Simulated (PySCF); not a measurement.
Zn(Et)(NH2) (C2H7NZn), SMILES C[CH2][Zn][NH2]. Atoms are numbered in the order given.

```xyz
11

Zn    -0.1346     0.1823     0.4123
C      0.8651    -1.1516    -0.6099
C      0.7576    -1.0252    -2.1359
H      0.5211    -2.1503    -0.2856
H      1.9229    -1.0911    -0.2966
H      1.1288    -0.0516    -2.4974
H     -0.2838    -1.1190    -2.4864
H      1.3423    -1.8043    -2.6580
N     -1.1150     1.4907     1.2464
H     -0.6067     2.1778     1.8029
H     -1.9165     1.1957     1.8038
```

Coordinates come from a B3LYP-D3(BJ)/def2-SVP optimisation. The structure was generated by enumeration; whether it is a known compound was not checked. The values are those of a single conformer.

Two levels are set side by side: PBE/pcSseg-1 (PySCF) and B3LYP/pcSseg-1 (PySCF). GIAO shifts against NH3 (¹⁵N), TMS (¹H), TMS (¹³C) at the same level; non-relativistic, no solvent, atoms listed together averaged. Differences are taken from unrounded values.

| quantity | B3LYP | PBE | PBE minus B3LYP |
|---|---|---|---|
| δ(¹³C) of C2 (ppm) | 5.0 | 7.4 | 2.3 |
| δ(¹³C) of C3 (ppm) | 16.4 | 16.1 | -0.3 |
| δ(¹H) of H4, H5 (ppm) | 0.85 | 1.00 | 0.15 |
| δ(¹⁵N) of N9 (ppm) | -7.0 | -0.4 | 6.6 |
| δ(¹H) of H10, H11 (ppm) | -0.45 | -0.34 | 0.11 |

Rough cost on one machine, each run with all the roots and properties that it gave: B3LYP against PBE within a factor of 2.
